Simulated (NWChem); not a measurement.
Program: NWChem. System: HF$_{2}$GaO, charge 0, spin multiplicity 1, at a geometry optimised with PBE0/def2-SVP. The structure started from a generated list of species.

The NWChem input:

```
start mol
memory heap 200 mb stack 900 mb global 1100 mb
geometry units angstroms nocenter noautoz
  Ga    -0.012535    -0.006330     0.000000
  F      0.968889     1.429921     0.000000
  F     -1.731049     0.204985     0.000000
  O      0.698218    -1.614607     0.000000
  H      1.662265    -1.601057     0.000000
  symmetry group Cs
end
basis spherical
  * library sto-3g
end
dft
  xc xpbe96 cpbe96
  semidirect memsize 60000000 filesize 0
  iterations 100
end
task dft energy
```

The output up to the point where the run's verdict is printed (cleaned and shortened):

```
             Northwest Computational Chemistry Package (NWChem) 7.3.0
             --------------------------------------------------------

                                NWChem Input Module
                                -------------------

 Scaling coordinates for geometry "geometry" by  1.889725989
 (inverse scale =  0.529177249)

 Turning off AUTOSYM since
 SYMMETRY directive was detected!

                             Geometry "geometry" -> ""
                             -------------------------

 Output coordinates in angstroms (scale by  1.889725989 to convert to a.u.)

  No.       Tag          Charge          X              Y              Z
 ---- ---------------- ---------- -------------- -------------- --------------
    1 Ga                  31.0000    -0.01253500    -0.00633000     0.00000000
    2 F                    9.0000     0.96888900     1.42992100     0.00000000
    3 F                    9.0000    -1.73104900     0.20498500     0.00000000
    4 O                    8.0000     0.69821800    -1.61460700     0.00000000
    5 H                    1.0000     1.66226500    -1.60105700     0.00000000

 Effective nuclear repulsion energy (a.u.)     298.5101769124

            Nuclear Dipole moment (a.u.)
            ----------------------------
        X                 Y               Z
 ---------------- ---------------- ----------------
    -0.0000302356     0.0000207870     0.0000000000

      Symmetry information
      --------------------

 Group name             Cs
 Group number              2
 Group order               2
 No. of unique centers     5

      Symmetry unique atoms

     1    2    3    4    5


 Summary of "ao basis" -> "" (spherical)
 ------------------------------------------------------------------------------
       Tag                 Description            Shells   Functions and Types
 ---------------- ------------------------------  ------  ---------------------
 *                           sto-3g                   on all atoms

  pbe96 is a nonlocal functional; adding pw91lda local functional.

                                 NWChem DFT Module
[...]
 d= 0,ls=0.5,diis    52  -2172.8870338829  4.98D-07  1.18D-04  5.97D-04     4.0
 d= 0,ls=0.5,diis    53  -2172.8870402916 -6.41D-06  1.03D-04  6.12D-04     4.0
 d= 0,ls=0.5,diis    54  -2172.8870421216 -1.83D-06  1.71D-04  6.44D-04     4.1
 d= 0,ls=0.5,diis    55  -2172.8870727934 -3.07D-05  1.16D-04  5.62D-04     4.1
 d= 0,ls=0.5,diis    56  -2172.8870616171  1.12D-05  1.15D-04  6.57D-04     4.2
 d= 0,ls=0.5,diis    57  -2172.8870477915  1.38D-05  3.08D-04  7.56D-04     4.3
 d= 0,ls=0.5,diis    58  -2172.8871309929 -8.32D-05  2.39D-04  4.42D-04     4.3
 d= 0,ls=0.5,diis    59  -2172.8871790415 -4.80D-05  1.85D-04  3.02D-04     4.4
 d= 0,ls=0.5,diis    60  -2172.8872073729 -2.83D-05  1.35D-04  2.40D-04     4.5
 d= 0,ls=0.5,diis    61  -2172.8872029121  4.46D-06  1.33D-04  3.03D-04     4.5
 d= 0,ls=0.5,diis    62  -2172.8872139065 -1.10D-05  1.81D-04  2.93D-04     4.6
 d= 0,ls=0.5,diis    63  -2172.8872324467 -1.85D-05  1.33D-04  2.62D-04     4.6
 d= 0,ls=0.5,diis    64  -2172.8872168222  1.56D-05  1.12D-04  3.70D-04     4.7
 d= 0,ls=0.5,diis    65  -2172.8871974484  1.94D-05  1.01D-04  4.86D-04     4.8
 d= 0,ls=0.5,diis    66  -2172.8871820658  1.54D-05  8.39D-05  5.81D-04     4.8
 d= 0,ls=0.5,diis    67  -2172.8871727588  9.31D-06  7.24D-05  6.43D-04     4.9
 d= 0,ls=0.5,diis    68  -2172.8871722247  5.34D-07  5.95D-05  6.62D-04     5.0
 d= 0,ls=0.5,diis    69  -2172.8871608816  1.13D-05  3.96D-04  7.26D-04     5.0
 d= 0,ls=0.5,diis    70  -2172.8872598980 -9.90D-05  2.09D-04  3.31D-04     5.1
 d= 0,ls=0.5,diis    71  -2172.8872941230 -3.42D-05  1.72D-04  2.30D-04     5.2
 d= 0,ls=0.5,diis    72  -2172.8873141449 -2.00D-05  1.47D-04  1.87D-04     5.3
 d= 0,ls=0.5,diis    73  -2172.8873255958 -1.15D-05  1.13D-04  1.72D-04     5.3
 d= 0,ls=0.5,diis    74  -2172.8873156383  9.96D-06  8.35D-05  2.41D-04     5.4
 d= 0,ls=0.5,diis    75  -2172.8873042906  1.13D-05  6.05D-05  3.07D-04     5.5
 d= 0,ls=0.5,diis    76  -2172.8873046789 -3.88D-07  1.04D-04  3.19D-04     5.5
 d= 0,ls=0.5,diis    77  -2172.8873150839 -1.04D-05  7.78D-05  2.94D-04     5.6
 d= 0,ls=0.5,diis    78  -2172.8873011456  1.39D-05  6.64D-05  3.75D-04     5.7
 d= 0,ls=0.5,diis    79  -2172.8872867453  1.44D-05  8.27D-05  4.51D-04     5.7
 d= 0,ls=0.5,diis    80  -2172.8872929390 -6.19D-06  8.02D-05  4.33D-04     5.8
 d= 0,ls=0.5,diis    81  -2172.8872930132 -7.42D-08  1.26D-04  4.48D-04     5.9
 d= 0,ls=0.5,diis    82  -2172.8873079373 -1.49D-05  1.42D-04  4.02D-04     5.9
 d= 0,ls=0.5,diis    83  -2172.8873312327 -2.33D-05  7.37D-05  3.19D-04     6.0
 d= 0,ls=0.5,diis    84  -2172.8873320633 -8.31D-07  1.87D-04  3.32D-04     6.1
 d= 0,ls=0.5,diis    85  -2172.8873675151 -3.55D-05  8.46D-05  1.87D-04     6.1
 d= 0,ls=0.5,diis    86  -2172.8873756060 -8.09D-06  9.08D-05  1.64D-04     6.2
 d= 0,ls=0.5,diis    87  -2172.8873846769 -9.07D-06  6.68D-05  1.39D-04     6.2
 d= 0,ls=0.5,diis    88  -2172.8873846675  9.35D-09  5.75D-05  1.50D-04     6.3
 d= 0,ls=0.5,diis    89  -2172.8873825238  2.14D-06  5.25D-05  1.73D-04     6.4
 d= 0,ls=0.5,diis    90  -2172.8873804141  2.11D-06  5.74D-05  1.94D-04     6.4
 d= 0,ls=0.5,diis    91  -2172.8873757193  4.69D-06  4.91D-05  2.25D-04     6.5
 d= 0,ls=0.5,diis    92  -2172.8873749218  7.97D-07  6.80D-05  2.34D-04     6.6
 d= 0,ls=0.5,diis    93  -2172.8873807436 -5.82D-06  6.98D-05  2.14D-04     6.6
 d= 0,ls=0.5,diis    94  -2172.8873850883 -4.34D-06  8.57D-05  2.04D-04     6.7
 d= 0,ls=0.5,diis    95  -2172.8873933265 -8.24D-06  5.60D-05  1.78D-04     6.8
 d= 0,ls=0.5,diis    96  -2172.8873914972  1.83D-06  1.40D-04  1.96D-04     6.8
 d= 0,ls=0.5,diis    97  -2172.8874122631 -2.08D-05  1.14D-04  1.10D-04     6.9
 d= 0,ls=0.5,diis    98  -2172.8874242838 -1.20D-05  7.23D-05  6.73D-05     6.9
 d= 0,ls=0.5,diis    99  -2172.8874271777 -2.89D-06  5.50D-05  6.27D-05     7.0
 d= 0,ls=0.5,diis   100  -2172.8874259705  1.21D-06  4.63D-05  7.52D-05     7.0
```

The run did not converge; its last values are not results. The next line reads: Calculation failed to converge. NWChem stopped with the message: dft energy failed.
